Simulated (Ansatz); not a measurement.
One change: `CC1=C(I)C1` becomes `CC1=C(F)C1`.

Ansatz, PBE0-D4/def2-TZVP geometries, multiplicity 1. 

Elements past krypton have def2 core potentials.

```csv
property,`CC1=C(I)C1`
LUMO energy (ωB97M-V/def2-TZVPP) / eV,1.34
LUMO energy (B3LYP/def2-TZVPP) / eV,-0.86
HOMO–LUMO gap (PBE0/def2-TZVPP) / eV,6.04
HOMO–LUMO gap (PBE/def2-TZVPP) / eV,4.06
HOMO energy (PBE/def2-TZVPP) / eV,-5.58
zero-point energy (PBE0-D4/def2-TZVP) / kJ/mol,198.0
```

Problem. Give the same properties after the change, and the shifts. (Best estimate.)

Solution. Computed: 
| property | `CC1=C(F)C1` | shift |
| --- | --- | --- |
| LUMO energy (ωB97M-V/def2-TZVPP) / eV | 2.64 | 1.30 |
| LUMO energy (B3LYP/def2-TZVPP) / eV | 0.70 | 1.56 |
| HOMO–LUMO gap (PBE0/def2-TZVPP) / eV | 7.83 | 1.79 |
| HOMO–LUMO gap (PBE/def2-TZVPP) / eV | 5.55 | 1.49 |
| HOMO energy (PBE/def2-TZVPP) / eV | -5.66 | -0.08 |
| zero-point energy (PBE0-D4/def2-TZVP) / kJ/mol | 204.3 | 6.3 |

With PBE0 the HOMO falls by 0.22 eV and the LUMO rises by 1.58 eV, so the gap widens by about 1.80 eV. PBE moves the HOMO by -0.08 eV and ωB97M-V by -0.34 eV.

B3LYP here is the variant with VWN-RPA as its local correlation; programs differ in this.

Spin–orbit coupling is left out; it splits and shifts lone-pair levels of the heavy atoms by tenths of an eV.
